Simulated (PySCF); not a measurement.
C₆H₆F₃O (doublet state).
Atom-mapped SMILES: `[CH2:1]=[CH:2][O:3]/[CH:4]=[CH:5]\[C:6]([F:7])[CH:8]([F:9])[F:10]` (hydrogens: H11, H12 on C1; H13 on C2; H14 on C4; H15 on C5; H16 on C8)

Geometry (GFN2-xTB, Å), atoms numbered from 1 in this order:
```xyz
16
C6H6F3O angstrom
C      3.3362    1.1403   -0.1788
C      2.5867    0.1678    0.3284
O      1.2428    0.1893    0.2169
C      0.5138   -0.8003    0.7385
C     -0.8630   -0.8238    0.6270
C     -1.6584    0.1057    0.0035
F     -1.1474    1.2042   -0.5964
C     -3.1417    0.0094   -0.0877
F     -3.7193   -0.0620    1.1453
F     -3.5342   -1.1341   -0.7197
H      2.8868    1.9716   -0.6903
H      4.4047    1.1164   -0.0888
H      3.0091   -0.6862    0.8507
H      1.0367   -1.5961    1.2555
H     -1.3801   -1.6576    1.0749
H     -3.5801    0.8644   -0.6229
```

The hyperfine couplings belong to this conformer and change with its torsions.

Theory: UKS B3LYP, pcH-1 on C F H O, non-relativistic, mean-field spin-orbit, GIAO in PySCF. One conformer (not necessarily the lowest) at the GFN2-xTB geometry, without solvent, vibrations or thermal averaging. Couplings are sensitive to structure, and on GFN2-xTB geometries they can be far from those on DFT ones. No stability test was run, so a lower SCF solution isn't excluded. ⟨S²⟩ is 0.773 where a pure state has 0.75.

The largest Mulliken spin populations are on C6 (+0.54), C4 (+0.53), C5 (-0.22) and C1 (+0.08). The positive populations add up to 1.30 and the negative ones to -0.30, together 2S = 1. The angles at C6 add up to 360.0°, so it is planar.

(1) Test a(H) = Q·ρ(C) for the protons on planar carbons with a spin population beyond ±0.08.

Results:

(1) 
```tsv
H	C	ρ(C)	a(H) (G)	a/ρ (G)
H14	C4	+0.531	-13.48	-25.4
H15	C5	-0.222	+3.12	-14.1
```

A least-squares line through the origin gives Q = -23.7 G with Mulliken populations. Where ρ is negative the coupling is positive.

Couplings in gauss use g_iso = 2.0034.
